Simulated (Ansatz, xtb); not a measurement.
Relaxing a trial structure of CHGaPZn

The starting geometry of this gas-phase doublet was built from a drawn formula by distance geometry; its bonds are those of `[ZnH][Ga]1[C]=[P]1`.

```xyz
5

C     2.1683    0.2521   -1.6917
Ga    0.7354   -0.3920   -0.6609
P     2.6955    0.2486   -0.0974
Zn   -1.7026   -0.0808   -0.0995
H    -2.8798    0.9016    0.4108
```

Question: Where would you expect an optimisation with r2SCAN-D4/def2-SVP to take it?

Answer: A new bond forms, giving a structure given below by its coordinates. Distances that change by over a tenth: Ga2–P3 (2.14 → 2.77 Å). Contacts that close: P3–Zn4 (4.41 → 2.46 Å).

The energy falls by 0.94 eV over 21 steps:

| step | E − E(last) (eV) |
| --- | --- |
| 1 | 0.942 |
| 3 | 0.337 |
| 5 | 0.249 |
| 8 | 0.239 |
| 10 | 0.230 |
| 12 | 0.221 |
| 14 | 0.191 |
| 17 | 0.016 |
| 19 | 0.001 |
| 21 | 0.000 |

Final geometry (Å):

```xyz
5

C     2.1622   -0.0019   -1.1662
Ga    0.4232   -0.0586   -2.1409
P     1.5658    0.2348    0.3620
Zn   -0.8739    0.3013    0.0652
H    -2.2605    0.4539    0.7411
```

From the same start GFN2-xTB ends elsewhere, differing in P3–Zn4 (6.15 against 2.46 Å here).

The end wasn't checked by frequencies. Open shells are spin-unrestricted. Run with Ansatz 0.2.0, 2.8 min on 2 threads of Intel(R) Xeon(R) Platinum 8259CL CPU @ 2.50GHz (Skylake/Cascade Lake), on a shared host.
